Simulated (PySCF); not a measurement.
Level of theory: TPSSh-D3(BJ)/def2-TZVP // B3LYP-D3(BJ)/def2-TZVP run with PySCF. All species are isolated molecules in the gas phase. Delta-SCF ions had no search for a lower state. 

Reference species (SMILES): `B` (neutral, multiplicity 1).

* **HOMO–LUMO gap**: 6.98 eV
* **LUMO**: -2.30 eV
* **vertical ionisation energy (Delta-SCF)**: 13.00 eV
* **HOMO**: -9.28 eV

Changed species: `B[SiH3]` (1 of 3 H replaced by SiH3; the reference has 0 of 3 H replaced by SiH3).

### Question
Predict the effect on the HOMO–LUMO gap, LUMO, vertical ionisation energy (Delta-SCF) and HOMO.

### Answer
the HOMO–LUMO gap falls by 1.95 eV, to 5.03 eV; the LUMO decreases by 0.53 eV, to -2.83 eV; the vertical ionisation energy (Delta-SCF) drops by 2.30 eV, to 10.70 eV; the HOMO goes up by 1.42 eV, to -7.86 eV.
